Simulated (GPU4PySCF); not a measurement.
Vertical excitations of a molecule C12H10O2S from TDDFT-PBE/def2-SVPD run with GPU4PySCF, as energy in eV (oscillator strength): 4.41 (0.039), 4.57 (0.000), 4.71 (0.009), 4.80 (0.178), 4.86 (0.003), 4.91 (0.000), 4.98 (0.001), 5.20 (0.004), 5.21 (0.068), 5.21 (0.000), 5.22 (0.000), 5.23 (0.000). Lowest triplet (TDA): 3.79 eV. The structure is a stationary point at PBE0-D3(BJ)/def2-TZVP. One conformer was computed; it need not be the lowest.

Task: Pick the molecule that these values belong to.
(A) C=Cc1ccc2scc(C(=O)OC)c2c1
(B) C=Cc1c(C(=O)OC)ccc2ccsc12
(C) O=S(=O)(c1ccccc1)c1ccccc1
(D) CSc1cc(C(=O)O)cc2ccccc12

Result: C, O=S(=O)(c1ccccc1)c1ccccc1
